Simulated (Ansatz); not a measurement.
Relaxation of ClFH5OW (9 atoms, charge 0, multiplicity 2), to a largest force component of 0.03 eV/Å in at most 50 steps.

All numbers below come from Ansatz 0.2.0, UKS PBE0-D4/def2-SVP.

```xyz
9
Properties=species:S:1:pos:R:3
W -0.203 -0.205 -0.230
F -0.596 -0.225 2.791
H 0.963 0.368 0.864
H 0.684 1.154 -0.702
O -1.933 0.154 0.320
H -2.110 0.157 1.278
Cl 0.560 -2.359 -0.254
H -0.086 0.101 -1.873
H 0.222 0.058 2.450
```

Q: Where does it end, and by what steps?

A: The run converged. After 12 steps the energy has fallen by 0.028 eV; F2 moved furthest, 0.33 Å.

```json
{"step": "0", "energy less start (eV)": "0.0000", "largest force component (eV/Å)": "0.256", "accepted": "yes"}
{"step": "1", "energy less start (eV)": "-0.0009", "largest force component (eV/Å)": "0.184", "accepted": "yes"}
{"step": "2", "energy less start (eV)": "-0.0064", "largest force component (eV/Å)": "0.512", "accepted": "yes"}
{"step": "3", "energy less start (eV)": "-0.0142", "largest force component (eV/Å)": "0.406", "accepted": "yes"}
{"step": "4", "energy less start (eV)": "-0.0168", "largest force component (eV/Å)": "0.301", "accepted": "yes"}
{"step": "5", "energy less start (eV)": "-0.0222", "largest force component (eV/Å)": "0.167", "accepted": "yes"}
{"step": "6", "energy less start (eV)": "-0.0244", "largest force component (eV/Å)": "0.115", "accepted": "yes"}
{"step": "7", "energy less start (eV)": "-0.0238", "largest force component (eV/Å)": "0.155", "accepted": "no"}
{"step": "8", "energy less start (eV)": "-0.0251", "largest force component (eV/Å)": "0.111", "accepted": "yes"}
{"step": "9", "energy less start (eV)": "-0.0264", "largest force component (eV/Å)": "0.034", "accepted": "yes"}
{"step": "10", "energy less start (eV)": "-0.0262", "largest force component (eV/Å)": "0.092", "accepted": "no"}
{"step": "11", "energy less start (eV)": "-0.0275", "largest force component (eV/Å)": "0.032", "accepted": "yes"}
{"step": "12", "energy less start (eV)": "-0.0277", "largest force component (eV/Å)": "0.015", "accepted": "yes"}
```

```xyz
9
Properties=species:S:1:pos:R:3
W -0.209 -0.142 -0.105
F -0.507 -0.432 2.555
H 0.993 0.520 0.909
H 0.654 1.162 -0.734
O -1.971 0.264 0.304
H -2.288 0.242 1.221
Cl 0.581 -2.290 -0.109
H -0.096 -0.038 -1.771
H 0.347 -0.082 2.374
```

Whether the end is a true minimum wasn't checked by a vibrational analysis.

The run took 40 s on 4 threads of Arm Neoverse V2 (shared host), peak memory 0.33 GiB.
